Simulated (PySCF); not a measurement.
B3LYP has the VWN-RPA correlation part, as in Gaussian. Excitations are Tamm–Dancoff values on a coarser integration grid. The basis has no diffuse functions, so Rydberg states are missing or too high.

# C$_{2}$H$_{6}$FGa, SMILES `[CH3][Ga]([CH3])[F]` (charge 0, multiplicity 1)

Calculation: PySCF with B3LYP-D3(BJ)/def2-TZVP.

```json
{
  "HOMO": "-7.77 eV",
  "dipole_moment": "2.87 D",
  "HOMO–LUMO gap": "6.84 eV",
  "LUMO": "-0.93 eV",
  "S1 excitation (TDA)": "5.65 eV",
  "S1 oscillator strength": "0.000",
  "brightest of the four lowest singlets (TDA)": "6.98 eV",
  "T1 excitation (TDA)": "5.36 eV",
  "S1–T1 gap (TDA)": "0.28 eV",
  "total_energy": "-2104.7214 Ha",
  "cost": "about 120 core-seconds (a rough figure)"
}
```

Bonds (Å): C1–Ga2 1.967, C1–H5 1.089, C1–H6 1.091, C1–H7 1.092, Ga2–C3 1.967, Ga2–F4 1.786, C3–H8 1.091, C3–H9 1.092, C3–H10 1.089. Bond angles (°): Ga2–C1–H5 110.1, Ga2–C1–H6 111.1, Ga2–C1–H7 109.8, H5–C1–H6 109.5, H5–C1–H7 108.6, H6–C1–H7 107.7, C1–Ga2–C3 134.3, C1–Ga2–F4 112.8, C3–Ga2–F4 112.9, Ga2–C3–H8 111.0, Ga2–C3–H9 109.9, Ga2–C3–H10 110.1, H8–C3–H9 107.7, H8–C3–H10 109.5, H9–C3–H10 108.7.
Charge 0, spin multiplicity 1.
